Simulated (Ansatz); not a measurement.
Spectroscopic constants of CuH, closed-shell singlet (the spin of the measured ground state). No spin–orbit coupling. Cu is treated without relativity.

D_e counts from the fitted minimum to each atom's lowest state at the same level, without counterpoise. The singlet is restricted.

Correlated levels freeze the inner cores; with def2 sets outer-core shells near the valence are correlated too.

The values were computed with Ansatz (Gaussian orbitals). 

| level | bond energy D_e (kcal/mol) |
|---|---|
| r2SCAN/def2-TZVPP | 64.71 |
| B97M-V/def2-TZVPP | 65.32 |
| B3LYP/def2-TZVPP | 62.29 |
| BHLYP/def2-TZVPP | (withheld) |
| CAM-B3LYP/def2-TZVPP | 62.48 |
| wB97X-V/def2-TZVPP | 62.82 |
| wB97M-V/def2-TZVPP | 64.76 |
| CCSD(T)/def2-TZVPP | 62.04 |
| CCSD(T)/def2-QZVPP | 64.14 |

### Question
Some entries are withheld; supply them.

### Answer

- BHLYP/def2-TZVPP, bond energy D_e (kcal/mol): 56.91

Ansatz is a first-principles code.
